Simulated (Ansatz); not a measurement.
`C=C/C(F)=C\F` + HI → `F/C=C(/F)I` + `C=C` at 298.15 K and 1 bar (substitution at a C–C bond).

Isolated molecules relaxed with PBE0-D4/def2-TZVP in Ansatz; ΔE leaves out vibrations. CCSD(T)/CBS is the MP2 limit (def2-TZVPP, def2-QZVPP) plus CCSD(T) − MP2 in def2-TZVPP, frozen cores. This one scheme is used for every species. Double bonds are as drawn, so ΔE can hold a change between cis and trans. def2 core potentials past Kr. For I outer-core shells are correlated without core-valence functions, which leaves a few kJ/mol of doubt a bond. One conformer a species, not always the lowest.

```json
{"species": "`C=C/C(F)=C\\F`", "CCSD(T)/CBS energy (Eh)": "-354.13633", "H − E (kJ/mol)": "203.1", "S (J/(mol·K))": "320.8"}
{"species": "HI", "CCSD(T)/CBS energy (Eh)": "-298.03592", "H − E (kJ/mol)": "22.7", "S (J/(mol·K))": "206.5"}
{"species": "`F/C=C(/F)I`", "CCSD(T)/CBS energy (Eh)": "-573.66914", "H − E (kJ/mol)": "86.5", "S (J/(mol·K))": "322.9"}
{"species": "`C=C`", "CCSD(T)/CBS energy (Eh)": "-78.48111", "H − E (kJ/mol)": "144.6", "S (J/(mol·K))": "218.9"}
```

H − E and S are ideal-gas, rigid-rotor, harmonic terms from PBE0-D4/def2-TZVP, for one conformer and one mirror image of each species. 1 Eh = 2625.50 kJ/mol, R = 8.31446 J/(mol·K).

**Question.** By hand: ΔE, ΔH, ΔS and ΔG.

**Answer.** ΔE = (-573.66914) + (-78.48111) − (-354.13633) − (-298.03592) = 0.02200 Eh = 57.8 kJ/mol. Δ(H − E) = 86.5 + 144.6 − 203.1 − 22.7 = 5.3, so ΔH = 63.1 kJ/mol. ΔS = 322.9 + 218.9 − 320.8 − 206.5 = 14.5 J/(mol·K). ΔG = 63.1 − 298.15 × (14.5)/1000 = 58.8 kJ/mol.

**Question.** By hand: the equilibrium constant, and the temperature at which ΔG would vanish if ΔH and ΔS stayed fixed.

**Answer.** log₁₀ K = −ΔG/(RT ln 10) = -10.3. ΔG = 0 at ΔH/ΔS = 4352 K, far beyond where these terms or the molecules hold.

The number of gas molecules stays the same, so ΔS is small and ΔH decides. A doubt of 5 kJ/mol in ΔE shifts log₁₀ K by 0.9 here. Other conformers and mirror images would add mixing entropy, several J/(mol·K) or more a flexible species. These are equilibria of isolated gas molecules and say nothing of rates. Largest T1 diagnostic: 0.012 (customary marks: 0.02 for closed shells, 0.045 for open ones).
